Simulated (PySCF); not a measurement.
# Spinor energies of Au⁷⁴⁺ (gold, charge +74)

Start: [He] 2s2 2p1; 2p3/2 filled at m_j = +3/2. Calculated with PySCF 2.14 in an uncontracted even-tempered set (16 s from 64 bohr⁻², ratio 2.4; 13 p from 83 bohr⁻², ratio 2.4; 5 d from 260 bohr⁻², ratio 2.6; 4 f from 400 bohr⁻², ratio 2.6): generalised Hartree-Fock with the X2C-1e Hamiltonian and a Gaussian nucleus; one run each with spin-orbit coupling (SO) screened by Boettger's factors, then bare. This is a chosen level, not necessarily the ground level.

| spinor shell | electrons | ε, screened SO (eV) | ε, bare SO (eV) | weight of nominal j (bare SO) | rms radius, bare SO (bohr) |
| --- | --- | --- | --- | --- | --- |
| 1s1/2 | 2 | -90244.0 | -90244.4 | 1.000 | 0.0189 |
| 2s1/2 | 2 | -22194.7 | -22194.9 | 1.000 | 0.0739 |
| 2p3/2 | 1 | -19958.8 | -19945.4 | 1.000 | 0.0691 |

| quantity | screened SO | bare SO |
| --- | --- | --- |
| E (hartree) | -9208.04834 | -9207.55735 |
| M_J | 3/2 | 3/2 |
| ⟨J²⟩ | 3.750 | 3.750 |
| ⟨L²⟩ | 2.000 | 2.000 |
| ⟨S²⟩ | 0.750 | 0.750 |

Each row is a mean over spinors that exchange with the open shell spreads, by up to 71.335 eV (2s1/2).

Breit and QED terms are absent; they matter most for the inner s and p1/2 levels.

Densities and radii are taken from the X2C orbitals without a picture-change correction, which distorts them close to the nucleus.
